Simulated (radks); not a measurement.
Results of a calculation; reference values are marked as such.
Question: These are the eigenvalues of the occupied orbitals of an atom or ion with whole-number occupations (Ry). Level of theory: Dirac Kohn-Sham, BLYP, spin-unpolarised, spherical densities, finite nucleus; Fermi nuclear charge, rms radius of each element as measured or else 0.836 A^(1/3) + 0.57 fm (a radial shooting solver on a logarithmic mesh with Libxc functionals).

orbital  eigenvalue
1s1/2     -103.1537
2s1/2     -14.22004
2p1/2     -11.98696
2p3/2     -11.95803

Which element is it, and in what charge state? The configuration may be excited.

Answer: Z = 12, magnesium, charge +5: Mg5+ in [He] 2s1 2p(1/2: 2, 3/2: 2). The list shows which subshells hold electrons but not how many an open one holds; the 1s level, -51.577 hartree, gives Z - s = 10.2 by -(Z - s)^2/2, which with screening and relativity narrows Z to a few neighbours, and the depths of the outer levels then fix element, charge and occupations together.
